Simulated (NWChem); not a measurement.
Species: BNH₃, doublet; SMILES B[NH]

```xyz
5

B      0.0004     0.6965     0.0000
N     -0.0401    -0.6394     0.0000
H     -1.0088     1.3528     0.0000
H      1.0767     1.2511     0.0000
H      0.2109    -1.6104     0.0000
```
Atoms are numbered in this order, from 1.

All runs: NWChem. Spin-unrestricted. Medium grid unless said otherwise, to which SCAN and Minnesota functionals are sensitive. In the optimisation the excess spin sits in a' (Cs, its own frame). The geometry was optimised at B3LYP/6-31G* (spherical d), spin-unrestricted. No stability test was run on the SCF state. Total energies of different functionals are on different scales.

| level | energy (Ha) | highest occupied level (eV) | lowest empty minus highest occupied level, either spin (eV) | dipole (D) | <S²> |
|---|---|---|---|---|---|
| B3LYP/def2-SVP | -81.2960 | -7.45 | 4.13 | 1.59 | 0.757 |
| PBE/def2-SVP | -81.1736 | -6.14 | 1.86 | 1.51 | 0.756 |
| LRC-wPBEh/def2-SVP | -81.1986 | -9.64 | 8.50 | 1.62 | 0.759 |
| LC-BLYP (range parameter 0.33 per bohr)/def2-SVP | -81.0462 | -9.95 | 9.02 | 1.60 | 0.758 |
| RPBE/def2-SVP | -81.2959 | -6.15 | 1.96 | 1.54 | 0.756 |
| M06-L/def2-SVP | -81.2818 | -6.47 | 2.56 | 1.50 | 0.759 |
| B3PW91/def2-SVP | -81.2590 | -7.50 | [?] | 1.58 | 0.758 |
| BHandHLYP/def2-SVP | -81.2431 | -9.20 | 7.75 | 1.69 | 0.761 |

Question: Fill in the missing entries.

Answer: 
- B3PW91/def2-SVP, lowest empty minus highest occupied level, either spin (eV): 4.25
